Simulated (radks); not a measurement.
Results of a calculation; reference values are marked as such.
Species: Pd+. Configuration: [Kr] 4d7 4f2 (not the ground configuration).

Level of theory: Dirac Kohn-Sham, B86b exchange with PBE correlation, spin-unpolarised, spherical densities, point nucleus; open shells are shared between the two j in proportion to 2j + 1 (a radial shooting solver on a logarithmic mesh with Libxc functionals).

Energy parts (hartree):
| part | energy |
|---|---|
| total | -5045.68025 |
| kinetic | 5270.56148 |
| electron-nucleus | -12181.38651 |
| Hartree | 2008.85034 |
| exchange-correlation | -143.70557 |

Orbitals (lengths in bohr, moments of r in powers of bohr; <r^-3> diverges for s and p1/2; r(max) is where P^2 peaks; r(90%) holds 90 % of the orbital's charge):
orbital      occ.  eigenvalue (hartree)   r(max)   <r^-3>  r(90%)  small-component weight
1s1/2           2             -888.8827  0.02065        -  0.0571                2.84e-02
2s1/2           2             -130.7546   0.1169        -   0.214                5.91e-03
2p1/2           2             -121.3628  0.09051        -   0.192                5.92e-03
2p3/2           4             -115.5036  0.09467     3252   0.198                5.69e-03
3s1/2           2             -24.53591   0.3419        -   0.559                1.65e-03
3p1/2           2             -20.83012   0.3284        -   0.560                1.59e-03
3p3/2           4             -19.80858   0.3382    576.2   0.575                1.53e-03
3d3/2           4             -13.25073   0.2807    87.77   0.564                1.42e-03
3d5/2           6             -13.04702   0.2835    82.84   0.569                1.40e-03
4s1/2           2              -4.27045   0.8494        -    1.36                4.15e-04
4p1/2           2              -3.11423   0.8893        -    1.48                3.62e-04
4p3/2           4              -2.94556   0.9135    95.24    1.52                3.45e-04
4d3/2         2.8              -1.18241    1.052    9.323    2.02                2.22e-04
4d5/2         4.2              -1.16132    1.062    8.730    2.04                2.18e-04
4f5/2    0.857143              -0.11616    5.734  0.01621    9.54                7.76e-06
4f7/2     1.14286              -0.11615    5.735  0.01615    9.54                7.75e-06

The highest occupied level is 4f7/2 at -3.161 eV. The density falls to 0.001 e/bohr^3 at r = 5.21 bohr.
